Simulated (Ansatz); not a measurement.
`O=C=[N][AlH2]` and `O=C=NCO` differ in one atom or group.

Ansatz, PBE0-D4/def2-TZVP geometries, multiplicity 1. Each molecule was computed in one conformer, which needn't be the lowest.

```json
{"property": "HOMO energy (B3LYP/def2-TZVPP) / eV", "`O=C=[N][AlH2]`": "-8.14"}
{"property": "ideal-gas entropy at 298 K and 1 bar (rigid rotor, harmonic PBE0-D4/def2-TZVP) / J/(mol·K)", "`O=C=[N][AlH2]`": "299"}
{"property": "size of the dipole moment (PBE/def2-TZVPP) / D", "`O=C=[N][AlH2]`": "1.89"}
{"property": "LUMO energy (PBE0/def2-TZVPP) / eV", "`O=C=[N][AlH2]`": "-1.73"}
{"property": "HOMO–LUMO gap (PBE/def2-TZVPP) / eV", "`O=C=[N][AlH2]`": "4.53"}
{"property": "HOMO energy (PBE0/def2-TZVPP) / eV", "`O=C=[N][AlH2]`": "-8.35"}
```

Q: What does the change do to each property? (An estimate is asked.)

A: Computed: 
| property | `O=C=NCO` | shift |
| --- | --- | --- |
| HOMO energy (B3LYP/def2-TZVPP) / eV | -8.07 | 0.07 |
| ideal-gas entropy at 298 K and 1 bar (rigid rotor, harmonic PBE0-D4/def2-TZVP) / J/(mol·K) | 310 | 11 |
| size of the dipole moment (PBE/def2-TZVPP) / D | 2.34 | 0.45 |
| LUMO energy (PBE0/def2-TZVPP) / eV | 0.27 | 2.00 |
| HOMO–LUMO gap (PBE/def2-TZVPP) / eV | 6.10 | 1.57 |
| HOMO energy (PBE0/def2-TZVPP) / eV | -8.30 | 0.05 |

With PBE0 the HOMO rises by 0.05 eV and the LUMO rises by 2.00 eV, so the gap widens by about 1.95 eV. PBE moves the HOMO by 0.18 eV and ωB97M-V by -0.03 eV. The zero-point energy changes by 78.4 kJ/mol with +6 modes. Dipoles are sizes alone; their direction can turn. Modes under 60 cm⁻¹, often nearly free rotors, make the harmonic entropy too high.

B3LYP here is the variant with VWN-RPA as its local correlation; programs differ in this.
